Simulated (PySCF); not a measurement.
C$_{4}$H$_{9}$S (SMILES CC(C)(C)[S]), doublet, geometry from GFN2-xTB. Base run: PBE0/6-31G in PySCF.

Input for PySCF:
```python
from pyscf import gto, scf, dft, solvent

mol = gto.M(
    atom='''
C    -0.717451    0.982661   -1.115322
C    -0.073075   -0.120364   -0.280190
C     1.214917   -0.614115   -0.933349
C    -1.047351   -1.274280   -0.059745
S     0.352444    0.580522    1.351370
H    -0.983219    0.594125   -2.097156
H    -1.618946    1.351968   -0.631290
H    -0.029936    1.815666   -1.244906
H     1.686112   -1.379103   -0.320050
H     0.993092   -1.038962   -1.911046
H     1.917832    0.206165   -1.061483
H    -1.320620   -1.714139   -1.017576
H    -1.951474   -0.922958    0.432699
H    -0.594184   -2.044529    0.560516
''',
    basis='6-31g',
    charge=0,
    spin=1,
    verbose=4,
)

mf = dft.UKS(mol)
mf.xc = 'pbe0'
mf.kernel()
```

Variants of this job, named by their change:

```
change                                                ΔE vs base (kJ/mol)  dipole (D)
----------------------------------------------------  -------------------  ----------
base                                                                 0.00        2.18
model = COSMO; solvent = water                                     -12.37        2.93
model = IEF-PCM; solvent = water                                   -12.37        2.94
model = IEF-PCM; solvent = water; vdw_scale = 1.1                  -16.33        3.04
model = IEF-PCM; solvent = water; r_probe = 0.5                     -5.32        2.64
model = IEF-PCM; solvent = water; vdw_scale = 1.4                   -7.25        2.74
model = IEF-PCM; solvent = acetonitrile                            -12.05        2.91
model = IEF-PCM; solvent = dichloromethane                         -10.39        2.81
model = C-PCM; solvent = water                                     -12.46        2.94
model = IEF-PCM; solvent = water; lebedev_order = 41               -12.42        2.94
model = IEF-PCM; solvent = water; vdw_scale = 1.0                  -21.54        3.12
model = IEF-PCM; solvent = methanol                                -11.99        2.91
```

The base is the gas phase, so ΔE is the electrostatic part of solvation at a fixed geometry, without cavity and dispersion terms.

Open shells are given as the SCF converged; they aren't shown to be the lowest states, and a large step between rows can be another state.
